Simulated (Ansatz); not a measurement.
`F[SiH](Cl)[GeH2][Cl]` → `[GeH2]` + `F[SiH](Cl)Cl` at 600 K and 1 bar (germylene formation by 1,1-elimination).

Calculated with Ansatz (gas phase, PBE0-D4/def2-TZVP geometries, no zero-point term in ΔE). CCSD(T)/CBS is the MP2 limit (def2-TZVPP, def2-QZVPP) plus CCSD(T) − MP2 in def2-TZVPP, frozen cores. For Ge outer-core shells are correlated without core-valence functions, which leaves a few kJ/mol of doubt a bond. Scalar relativity is left out up to krypton. One conformer a species, not always the lowest.

```
               species  CCSD(T)/CBS energy (Eh)  H − E (kJ/mol)  S (J/(mol·K))
`F[SiH](Cl)[GeH2][Cl]`              -3386.49998           145.1          482.7
              `[GeH2]`              -2077.24753            50.4          247.2
        `F[SiH](Cl)Cl`              -1309.19911            80.8          368.7
```

H − E and S are ideal-gas, rigid-rotor, harmonic terms from PBE0-D4/def2-TZVP, for one conformer and one mirror image of each species. 1 Eh = 2625.50 kJ/mol, R = 8.31446 J/(mol·K).

Task: By hand: ΔE, ΔH, ΔS and ΔG.

Result: ΔE = (-2077.24753) + (-1309.19911) − (-3386.49998) = 0.05334 Eh = 140.0 kJ/mol. Δ(H − E) = 50.4 + 80.8 − 145.1 = -13.9, so ΔH = 126.1 kJ/mol. ΔS = 247.2 + 368.7 − 482.7 = 133.2 J/(mol·K). ΔG = 126.1 − 600 × (133.2)/1000 = 46.2 kJ/mol.

Task: By hand: the equilibrium constant, and the temperature at which ΔG would vanish if ΔH and ΔS stayed fixed.

Result: log₁₀ K = −ΔG/(RT ln 10) = -4.0. ΔG = 0 at ΔH/ΔS = 947 K.

The number of gas molecules changes by +1, which sets the sign of ΔS. A doubt of 5 kJ/mol in ΔE shifts log₁₀ K by 0.4 here. Other conformers and mirror images would add mixing entropy, several J/(mol·K) or more a flexible species. Modes under 60 cm⁻¹, often nearly free rotors, make the harmonic entropy too high. These are equilibria of isolated gas molecules and say nothing of rates. Largest T1 diagnostic: 0.012 (customary marks: 0.02 for closed shells, 0.045 for open ones).
